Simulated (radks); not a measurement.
Question: The mean radii <r> (bohr) of the occupied orbitals of an atom or ion are listed with their occupations. Calculated with a radial shooting solver on a logarithmic mesh with Libxc functionals: Dirac Kohn-Sham, LDA (Slater exchange, Perdew-Wang correlation), spin-unpolarised, spherical densities, finite nucleus; Fermi nuclear charge, rms radius of each element as measured or else 0.836 A^(1/3) + 0.57 fm.

orbital      occ.      <r>
1s1/2           2  0.03266
2s1/2           2   0.1417
2p1/2           2   0.1204
2p3/2           4   0.1252
3s1/2           2   0.3909
3p1/2           2   0.3832
3p3/2           4   0.3940
3d3/2           4   0.3680
3d5/2           6   0.3715
4s1/2           2   0.9568
4p1/2     1.66667    1.019
4p3/2     3.33333    1.045
4d3/2           2    1.256
4d5/2           3    1.266
5p1/2    0.333333    2.479
5p3/2    0.666667    2.528

Name the element and its charge. Open shells, if any, are shared by 2j + 1.

Answer: Z = 45, rhodium, charge +4: Rh4+ in [Ar] 3d10 4s2 4p5 4d5 5p1. The 1s radius gives Z: for a bare nucleus <r> = (2 gamma + 1)/(2Z) with gamma = sqrt(1 - (Z/c)^2), 0.0321 bohr for Z = 45, and screening makes it slightly larger (0.03266 here). The occupations add up to 41, and the charge is Z minus that.
